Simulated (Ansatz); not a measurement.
```yaml
crystal:
  periodic: [false, false, false]
  atoms:
    - {symbol: C, position_ang: [1.863001, -1.801834, -0.254959]}
    - {symbol: C, position_ang: [0.673143, -0.857044, -0.405458]}
    - {symbol: C, position_ang: [-0.012504, -0.881084, -1.660792]}
    - {symbol: C, position_ang: [-1.069181, -0.007699, -1.877934]}
    - {symbol: C, position_ang: [-1.509703, 0.866495, -0.882645]}
    - {symbol: C, position_ang: [-0.760723, 0.908802, 0.317150]}
    - {symbol: C, position_ang: [-1.175360, 1.866900, 1.414171]}
    - {symbol: C, position_ang: [0.285694, -0.008140, 0.536887]}
    - {symbol: C, position_ang: [1.048971, 0.014051, 1.724590]}
    - {symbol: N, position_ang: [1.610924, 0.022448, 2.740247]}
    - {symbol: H, position_ang: [1.990747, -2.475447, -1.132661]}
    - {symbol: H, position_ang: [1.638497, -2.453314, 0.634782]}
    - {symbol: H, position_ang: [2.762159, -1.219954, 0.033088]}
    - {symbol: H, position_ang: [0.334510, -1.548817, -2.401486]}
    - {symbol: H, position_ang: [-1.544222, 0.032781, -2.898470]}
    - {symbol: H, position_ang: [-2.292309, 1.543771, -0.992439]}
    - {symbol: H, position_ang: [-0.425050, 2.492560, 1.748675]}
    - {symbol: H, position_ang: [-1.472114, 1.236954, 2.381814]}
    - {symbol: H, position_ang: [-1.973088, 2.502259, 1.126142]}
basis:
  gaussian: {orbitals: def2-SVPD, final_grid: {core_spheres: 5, valence_spheres: 4, degree: 11}}
hamiltonian: {xc: {name: PBEsol}}
output: {forces: true}
```

```sh
$ ansatz run in.yaml --threads 2 --pin off --events-out ev --progress --plain --max-ram 32768MiB --backend cuda --devices 0, --max-vram 18GiB
```

Shortened log:

```
Functional definition: PBEsol
2272 factors; their error is unknown
mean field evaluation 1: about -10885.0005 eV, gradient 8.0e1 eV
mean field evaluation 2: about -10870.7589 eV, gradient 1.1e2 eV
mean field evaluation 4: about -10900.8847 eV, gradient 1.6e1 eV
mean field evaluation 8: about -10901.4464 eV, gradient 2.1e-1 eV
mean field evaluation 16: about -10901.3428 eV, gradient 3.5e-2 eV
mean field -10901.34284893 eV, -400.6169605025 hartree, gradient 8.2e-5 eV, S^2 0.000000; 0 other end points of the search recorded, 0 dependent functions left out
reference -10901.34290280 eV, -400.6169624822 hartree; 35, 35 occupied and 237, 237 virtual orbitals, 2272 factors
Total energy: -10901.34290280 eV, -400.6169624822 hartree
Atom 0 at     1.863001    -1.801834    -0.254959 Å, force    -0.561606    -0.413148     1.056592 eV/Å
Atom 1 at     0.673143    -0.857044    -0.405458 Å, force     1.101259    -3.390809    -4.719028 eV/Å
Atom 2 at    -0.012504    -0.881084    -1.660792 Å, force    -0.174904     1.169639     1.926527 eV/Å
Atom 3 at    -1.069181    -0.007699    -1.877934 Å, force    -0.712997    -0.001198    -1.394150 eV/Å
Atom 4 at    -1.509703     0.866495    -0.882645 Å, force     2.882610    -1.352876     1.131390 eV/Å
Atom 5 at    -0.760723     0.908802     0.317150 Å, force    -1.603627     0.918602     0.542367 eV/Å
Atom 6 at    -1.175360     1.866900     1.414171 Å, force    -1.221937    -4.014778     0.951760 eV/Å
Atom 7 at     0.285694    -0.008140     0.536887 Å, force    -0.525581     2.351412     1.950945 eV/Å
Atom 8 at     1.048971     0.014051     1.724590 Å, force    -0.769836     0.277551    -0.045049 eV/Å
Atom 9 at     1.610924     0.022448     2.740247 Å, force     0.854774     0.023708     1.182245 eV/Å
Atom 10 at     1.990747    -2.475447    -1.132661 Å, force     0.136743     0.474219     0.139401 eV/Å
Atom 11 at     1.638497    -2.453314     0.634782 Å, force     0.168743     0.218144    -0.352412 eV/Å
Atom 12 at     2.762159    -1.219954     0.033088 Å, force     0.049901    -0.087071    -0.265959 eV/Å
Atom 13 at     0.334510    -1.548817    -2.401486 Å, force     0.529830    -1.027254    -1.207754 eV/Å
Atom 14 at    -1.544222     0.032781    -2.898470 Å, force     0.158659    -0.175708     0.686992 eV/Å
Atom 15 at    -2.292309     1.543771    -0.992439 Å, force    -1.751056     1.460012    -0.364451 eV/Å
Atom 16 at    -0.425050     2.492560     1.748675 Å, force     2.631673     1.797418     0.911272 eV/Å
Atom 17 at    -1.472114     1.236954     2.381814 Å, force     0.235918     1.127668    -1.585359 eV/Å
Atom 18 at    -1.973088     2.502259     1.126142 Å, force    -1.428567     0.644468    -0.545329 eV/Å
Dipole moment:    -0.390681     0.013757    -0.692096 e Å
```

Hardware: 2 threads of an AMD EPYC 7R13 on a shared host and a share of an NVIDIA H100 80 GB. Wall time 2.8 s, peak host memory 1.1 GiB.
